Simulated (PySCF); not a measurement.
CH3BrMgS.

```xyz
7

Mg     0.2619     0.2447     0.0000
Br    -0.0917    -2.0789     0.0000
S      0.6492     2.5096     0.0000
C     -1.0338     3.2366     0.0000
H     -1.6055     2.9631     0.8978
H     -0.9053     4.3276     0.0000
H     -1.6055     2.9631    -0.8978
```
Charge 0, spin multiplicity 1.

Geometry optimised at PBE0-D3(BJ)/def2-SVP. The structure was generated by enumeration; whether it is a known compound was not checked. The values are those of a single conformer.

All values below come from PBE0/pcSseg-1 (PySCF). Non-relativistic, no solvent.

Computed absolute GIAO shielding of each atom: isotropic value and principal components (ppm):
| atom | σ(iso) | σ11 | σ22 | σ33 | span |
|---|---|---|---|---|---|
| Mg1 | 475.1 | 349.4 | 377.1 | 698.7 | 349.3 |
| Br2 | 2953.5 | 2862.5 | 2878.3 | 3119.8 | 257.2 |
| S3 | 739.6 | 657.1 | 686.6 | 875.1 | 218.0 |
| C4 | 174.5 | 164.6 | 168.4 | 190.4 | 25.8 |
| H5 | 29.2 | 23.0 | 27.5 | 37.1 | 14.1 |
| H6 | 29.2 | 23.2 | 26.3 | 38.1 | 14.9 |
| H7 | 29.2 | 23.0 | 27.5 | 37.1 | 14.1 |
